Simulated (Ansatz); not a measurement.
Reaction (ligand exchange at the Si–O bond): `[MgH][O][SiH3]` + `O[Si](Cl)(Cl)Cl` → `[SiH3]O[Si](Cl)(Cl)Cl` + `[OH][MgH]`

Program: Ansatz. Geometries: PBE0-D4/def2-TZVP. ΔE: electronic, gas phase. CCSD(T)/CBS adds triple-zeta CCSD(T) − MP2 to the extrapolated MP2 energy (def2 sets, frozen cores). Functionals use def2-TZVPP. B3LYP here is the variant with VWN-RPA as its local correlation; programs differ in this. For Mg outer-core shells are correlated without core-valence functions, which leaves a few kJ/mol of doubt a bond. Each species was taken in one conformer, which may not be the lowest.

(1) Is it downhill or uphill in electronic energy at CCSD(T)/CBS, and by how much? (Estimate.)

(2) What do these levels give: PBE-D4, r2SCAN-D4, PBE0-D4, B3LYP-D4, ωB97X-V, ωB97M-V, r2SCAN, HF/def2-TZVPP, SCS-MP2/def2-TZVPP, CCSD(T)/def2-TZVPP, HF/def2-QZVPP, MP2/CBS(def2)? (An estimate is asked.)

Largest T1 diagnostic among the species: 0.011.

Answers

(1) The calculation gave: Uphill: ΔE = +16.2 kJ/mol.

(2) Computed: PBE-D4 18.5, r2SCAN-D4 19.1, PBE0-D4 17.5, B3LYP-D4 13.0, ωB97X-V 15.5, ωB97M-V 15.8, r2SCAN 20.5, HF/def2-TZVPP 17.3, SCS-MP2/def2-TZVPP 17.2, CCSD(T)/def2-TZVPP 18.4, HF/def2-QZVPP 17.0, MP2/CBS(def2) 14.6 kJ/mol.

The D4 term adds −6.0 kJ/mol with B3LYP and −3.8 kJ/mol with PBE0; it sums over pairs of atoms, weighted by their polarisabilities, and B3LYP, whose exchange is more repulsive, gets the larger term.
